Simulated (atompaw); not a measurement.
## Pseudopotential generation for gadolinium (Gd): PAW (atompaw), PBE, scalar-relativistic.

gadolinium (Gd), PAW, made with atompaw 4.2.0.5 (PBE, scalar-relativistic). Core [Kr] 4d10, reference 4f7 5s2 5p6 5d2 6s1 6p0. Waves: 5s (bound): rc 1.85 bohr; 6s (bound): rc 2.90 bohr; 5p (bound): rc 2.80 bohr; 6p (bound, empty): rc 2.90 bohr; 5d (bound): rc 2.70 bohr; 5d channel at 0.2 Ry: rc 2.70 bohr; 4f (bound): rc 1.50 bohr; 4f channel at 2 Ry: rc 1.50 bohr. Local part: bessel scheme, radius 2.10 bohr. Core correction: smooth core density matched at 2.05 bohr. Augmentation charge: besselshape compensation charge, radius 2.60 bohr; PAW radius 2.90 bohr; waves and projectors: custom rrkj gramschmidtortho.

All-electron outer shells of the reference configuration (PBE, scalar-relativistic, ld1.x):

```json
{"shell": "4p", "level (eV)": "-275.00", "outermost node (bohr)": "0.29", "outermost maximum (bohr)": "0.54"}
{"shell": "4d", "level (eV)": "-146.31", "outermost node (bohr)": "0.27", "outermost maximum (bohr)": "0.56"}
{"shell": "5s", "level (eV)": "-48.30", "outermost node (bohr)": "0.65", "outermost maximum (bohr)": "1.20"}
{"shell": "5p", "level (eV)": "-25.93", "outermost node (bohr)": "0.70", "outermost maximum (bohr)": "1.35"}
{"shell": "4f", "level (eV)": "-7.28", "outermost node (bohr)": "–", "outermost maximum (bohr)": "0.56"}
{"shell": "6s", "level (eV)": "-3.67", "outermost node (bohr)": "1.61", "outermost maximum (bohr)": "3.46"}
{"shell": "5d", "level (eV)": "-1.75", "outermost node (bohr)": "0.79", "outermost maximum (bohr)": "2.02"}
{"shell": "6p", "level (eV)": "-1.13", "outermost node (bohr)": "1.94", "outermost maximum (bohr)": "4.85"}
```

(1) Estimate the cutoffs (Ry, on a coarse ladder) from which the occupation-weighted sum of valence levels, in a spherical-Bessel basis at the reference potential, stays within 10 and 1 mRy of its value at 400 Ry.

(2) What does a ghost test show?

(3) Is the overlap operator S = 1 + Σ q|β⟩⟨β| positive definite (Bessel basis up to 400 Ry)?

(4) Which valence shell sets the plane-wave cutoff?

## Answers

(1) 70 Ry and 100 Ry.

(2) No extra level below or beside the all-electron valence levels (s, p, d, f tested).

(3) Yes: its lowest eigenvalue is 0.10 (p channel).

(4) 4f: its level needs 80 Ry to come within 1 mRy, against 18 Ry for 5s.
